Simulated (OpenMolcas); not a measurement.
## Pr3+: the spin-orbit constant, worked from levels

* Program: OpenMolcas 26.06
* Basis: ANO-RCC-VTZP [8s7p5d3f2g1h]
* Scalar Hamiltonian: DKH2, point nucleus
* Active space: 2 electrons in 14 orbitals (4f 5f)
* State averaging: 2S+1 = 3 even, 21 roots; 2S+1 = 1 even, 27 roots
* Spin-orbit coupling: RASSI with atomic mean-field integrals over the reference wave functions, term energies averaged over their components

Methods: CASSCF; SS-CASPT2, IPEA 0.25 Eh, imaginary shift 0.1 Eh (closed shells correlated: 5s 5p). Measured levels: Martin, Zalubas and Hagan, Atomic Energy Levels: The Rare-Earth Elements, NSRDS-NBS 60 (1978).

**The spin-orbit constant.** For the Hund term ³H of f2, E(J) = (A/2) J(J+1) + constant and ζ = 2S·A = 2A. From J = 4 to J = 6 the energy changes by 11 A.

```json
{"Source": "CASSCF", "E(6) - E(4)": "4708.6", "A": "428.1", "ζ": "856"}
{"Source": "SS-CASPT2", "E(6) - E(4)": "4717.7", "A": "428.9", "ζ": "858"}
{"Source": "measured", "E(6) - E(4)": "4389.1", "A": "399.0", "ζ": "798"}
```

All in cm-1. SS-CASPT2 is off by +7.5 % and CASSCF by +7.3 %. Both methods take the spin-orbit matrix elements from the reference wave functions, so the second can move ζ only through the term energies and any multistate remixing. Second-order mixing with other terms is absorbed into this ζ.

CASPT2 breaks the degeneracy within a term, and the mean is taken; among the terms shown or strongly mixed into the levels shown the widest spread is 53 cm-1 (4f² ³H, SS-CASPT2). Active for correlation alone: 5f; no level in the range computed is led by a configuration that fills it, so any true level of that kind is missing. Without dynamic correlation excited terms often stand tens of per cent too high (terms of higher spin than the ground term too low), and those without a measured partner can miss by more than the paired ones (holds for CASSCF). Measured partners are found by configuration, term and J. A level has none where our copy of the source lacks it or the pairing is in doubt (some pairs that miss far off the trend of their configuration count as doubtful), and it then counts in no deviation. Only configurations of the active space appear.
